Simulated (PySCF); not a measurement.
GeI, doublet, at a GFN2-xTB geometry (core potentials on I); PySCF with DF-M062X/def2-TZVPD.

Here is a job for PySCF.
```python
from pyscf import gto, scf, dft
import numpy

mol = gto.M(
    atom='''
Ge   -0.00000000   -0.00000000   -1.58877700
I     0.00000000    0.00000000    0.95926159
''',
    basis='def2-tzvpd',
    ecp={'I': 'def2-tzvpd'},
    spin=1,
    verbose=4,
)
print('smallest overlap eigenvalue', numpy.linalg.eigvalsh(mol.intor('int1e_ovlp'))[0])

mf = dft.UKS(mol)
mf.xc = 'm062x'
mf = mf.density_fit(auxbasis='def2-universal-jkfit')
mf = scf.addons.remove_linear_dep_(mf, threshold=1e-3, lindep=1e-3)
mf.kernel()
```

Task: Predict the main parts of the log of this PySCF run.

Result: 
```
PySCF version 2.14.0

[INPUT] verbose = 4
[INPUT] num. atoms = 2
[INPUT] num. electrons = 57
[INPUT] charge = 0
[INPUT] spin (= nelec alpha-beta = 2S) = 1
[INPUT] symmetry False subgroup None
[INPUT] Mole.unit = angstrom
[INPUT] Symbol           X                Y                Z      unit          X                Y                Z       unit  Magmom
[INPUT]  1 Ge     0.000000000000   0.000000000000  -1.588777000000 AA    0.000000000000   0.000000000000  -3.002353403008 Bohr   0.0
[INPUT]  2 I      0.000000000000   0.000000000000   0.959261590000 AA    0.000000000000   0.000000000000   1.812741686915 Bohr   0.0

nuclear repulsion = 166.14417473795
number of shells = 37
number of NR pGTOs = 210
number of NR cGTOs = 113
basis = def2-tzvpd
ecp = {'I': 'def2-tzvpd'}
input.py:19: DeprecationWarning: remove_linear_dep_ is deprecated and will be removed in a future release. Linear dependency handling is now built into the SCF procedure by default. Linear dependency removal can be controlled using the following settings:
  pyscf.scf.hf.remove_overlap_zero_eigenvalue = True
  pyscf.scf.hf.overlap_zero_eigenvalue_threshold = 1e-6

  mf = scf.addons.remove_linear_dep_(mf, threshold=1e-3, lindep=1e-3)
smallest overlap eigenvalue 0.0016290115833946012
Applying remove_linear_dep_ on SCF object.
Using canonical orthogonalization with threshold 0.001

******** <class 'pyscf.df.df_jk.DFUKS'> ********
method = DFUKS
initial guess = minao
damping factor = 0
level_shift factor = 0
DIIS = <class 'pyscf.scf.diis.CDIIS'>
diis_start_cycle = 1
diis_space = 8
diis_damp = 0
SCF conv_tol = 1e-09
SCF conv_tol_grad = None
SCF max_cycles = 50
direct_scf = False
number electrons alpha = 29  beta = 28
XC library pyscf.dft.libxc version 7.1.2
    S. Lehtola, C. Steigemann, M. J. T. Oliveira, and M. A. L. Marques,  SoftwareX 7, 1–5 (2018)
XC functionals = m062x
    Y. Zhao and D. G. Truhlar,  Theor. Chem. Acc. 120, 215 (2008)
    Y. Zhao and D. G. Truhlar,  Theor. Chem. Acc. 120, 215 (2008)
radial grids:
    Treutler-Ahlrichs [JCP 102, 346 (1995); DOI:10.1063/1.469408] (M4) radial grids

becke partition: Becke, JCP 88, 2547 (1988); DOI:10.1063/1.454033
pruning grids: <function nwchem_prune>
grids dens level: 3
symmetrized grids: False
atomic radii adjust function: <function treutler_atomic_radii_adjust>
small_rho_cutoff = 0
Set gradient conv threshold to 3.16228e-05
tot grids = 42600
******** <class 'pyscf.df.df.DF'> ********
auxbasis = def2-universal-jkfit
init E= -2331.57379300731

cycle= 1 E= -2372.49870211889  delta_E= -40.9  |g|= 2.39  |ddm|= 13.7

cycle= 2 E= -2368.06401739639  delta_E= 4.43  |g|= 2.94  |ddm|= 19.6
cycle= 3 E= -2374.01075505844  delta_E= -5.95  |g|= 0.801  |ddm|= 19.1
cycle= 4 E= -2374.50933643751  delta_E= -0.499  |g|= 0.497  |ddm|= 1.76
cycle= 5 E= -2374.62660003686  delta_E= -0.117  |g|= 0.144  |ddm|= 0.428
cycle= 6 E= -2374.64316858269  delta_E= -0.0166  |g|= 0.0314  |ddm|= 0.211
cycle= 7 E= -2374.64382527879  delta_E= -0.000657  |g|= 0.00732  |ddm|= 0.0618
cycle= 8 E= -2374.64387115565  delta_E= -4.59e-05  |g|= 0.00405  |ddm|= 0.0135
cycle= 9 E= -2374.64387887078  delta_E= -7.72e-06  |g|= 0.00145  |ddm|= 0.00487
cycle= 10 E= -2374.64388086689  delta_E= -2e-06  |g|= 0.000456  |ddm|= 0.0035
cycle= 11 E= -2374.64388103385  delta_E= -1.67e-07  |g|= 7.32e-05  |ddm|= 0.000761
cycle= 12 E= -2374.64388104208  delta_E= -8.23e-09  |g|= 2.27e-05  |ddm|= 0.000238
cycle= 13 E= -2374.64388104312  delta_E= -1.04e-09  |g|= 9.26e-06  |ddm|= 7.3e-05
cycle= 14 E= -2374.64388104354  delta_E= -4.13e-10  |g|= 5.42e-06  |ddm|= 4.98e-05
Extra cycle  E= -2374.6438810437  delta_E= -1.63e-10  |g|= 4.83e-06  |ddm|= 2.8e-05
converged SCF energy = -2374.6438810437  <S^2> = 0.75733766  2S+1 = 2.0073242
```
